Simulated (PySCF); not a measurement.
## Cr⁺ (chromium, charge +1): UHF calculation

Configuration: [Ar] 3d5, high-spin 6S determinant. All numbers are calculated (PySCF 2.14, scalar relativity by spin-free X2C-1e, in x2c-TZVPPall with one added diffuse shell each of s, p, d, f type (7s6p5d3f1g, 80 functions)).

```json
{"Total energy": "-1049.422492 hartree", "One-electron energy": "-1441.3501 hartree", "Hartree (Coulomb) energy": "440.0161 hartree", "Exchange energy": "-48.0885 hartree", "⟨S²⟩": "8.7501", "⟨L²⟩": "0.000", "Sum of ⟨r⟩": "16.58 bohr", "Sum of ⟨r²⟩": "20.94 bohr²", "Langevin diamagnetic susceptibility": "-16.6 ×10⁻⁶ cm³/mol"}
```

```tsv
shell	electrons	mean orbital energy (hartree)	rms radius, mean of both spins (bohr)
1s β	1	-222.30829	0.0734
1s α	1	-222.30812	0.0734
2s α	1	-26.87238	0.316
2s β	1	-26.77495	0.316
2p α	3	-22.51265	0.287
2p β	3	-22.41447	0.287
3s α	1	-3.78163	0.974
3s β	1	-3.43616	0.974
3p α	3	-2.54847	1.06
3p β	3	-2.12204	1.06
3d α	5	-0.64417	1.52
```

Densities and radii are taken from the X2C orbitals without a picture-change correction, which distorts them close to the nucleus.

Spin-orbit constants ζ (cm⁻¹) from the X2C one-electron operator on these orbitals: bare nucleus, nucleus screened by l(l+1)(2l+1)/3 electrons, and screened by the Breit-Pauli mean field of the electrons.

```
shell   bare  screened nucleus  mean field
   2p  49190             45100       43210
   3p   5576              5111        4864
   3d  410.1             239.3       208.2
```
